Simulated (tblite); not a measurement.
A tight-binding relaxation on `C=C[C@H]1C[Si@H]([GeH2][Br])C1`.

Computed with GFN2-xTB geometry optimisation, gas phase (tblite 0.8.0). Start geometry: from a force field or distance geometry. The input is one job of a driver script: a line of settings, then coordinates in Å.

Command:
```bash
OMP_NUM_THREADS=1 python probes_run.py task.json out
```

Input:
```
{"job": {"kind": "relax", "xc": "GFN2-xTB", "basis": "xTB"}, "charge": 0, "multiplicity": 1}
C     -3.163600     0.593500    -0.182300
C     -2.159500    -0.133600    -0.648400
C     -0.715800     0.304800    -0.441000
C     -0.263300     0.216700     1.009800
Si     1.123100    -0.954900     0.611900
Ge     3.181000     0.085000     0.730700
Br     3.029600     2.211100    -0.213000
C      0.312500    -0.661600    -1.032900
H     -2.988800     1.522900     0.351700
H     -4.198300     0.265800    -0.333800
H     -2.377800    -1.058200    -1.177000
H     -0.574300     1.331600    -0.845200
H     -1.007000    -0.271800     1.703700
H      0.116000     1.178900     1.404900
H      0.971000    -2.304300     1.144500
H      4.231600    -0.749800    -0.031200
H      3.610800     0.211200     2.222400
H      0.989300    -0.173100    -1.756000
H     -0.126400    -1.605000    -1.431300
```

Output:
```
step      E/eV     max force
  0    -653.98438    2.063
  1    -654.12398    0.648
  2    -654.18395    0.609
  3    -654.28642    0.831
  4    -654.34814    0.577
  5    -654.38816    0.400
  6    -654.41095    0.386
  7    -654.42763    0.295
  8    -654.43865    0.234
  9    -654.44785    0.203
... (96 lines left out)
106    -654.54805    0.020
107    -654.54812    0.021
108    -654.54819    0.019
109    -654.54828    0.022
110    -654.54839    0.030
111    -654.54849    0.034
112    -654.54855    0.015
113    -654.54860    0.022
114    -654.54864    0.012
115    -654.54866    0.010
```

«max force» is the largest atomic force in eV/Å.

Main results: energy lowered by 13.0 kcal/mol over 115 steps; largest atomic force 0.010 eV/Å at the end.

Problem. Where do the atoms end?

Solution. 0.523 Å rms from the input after alignment:
```
atom  x, y, z in Å
C1    -3.1791    0.7490   -0.7025
C2    -2.2280   -0.0850   -0.3245
C3    -0.7940    0.2810   -0.1596
C4    -0.2540   -0.0512    1.2564
Si5    1.1819   -1.0614    0.5081
Ge6    3.2764    0.0491    0.6852
Br7    3.1536    2.1769   -0.1789
C8     0.1512   -0.5908   -1.0283
H9    -2.9682    1.7820   -0.9258
H10   -4.2049    0.4382   -0.8066
H11   -2.4624   -1.1207   -0.1067
H12   -0.6536    1.3391   -0.3869
H13   -0.9704   -0.6273    1.8386
H14   -0.0009    0.8348    1.8368
H15    1.3531   -2.4724    0.8648
H16    4.4948   -0.5093   -0.0477
H17    3.8318    0.3246    2.0823
H18    0.6406   -0.0279   -1.8213
H19   -0.3775   -1.4194   -1.4959
```

Time: 2.1 s of wall time. Hardware: Arm Neoverse N1, one thread, no GPU, on a shared host.
Labels such as C1 count atoms from 1, the log's own numbers from 0.
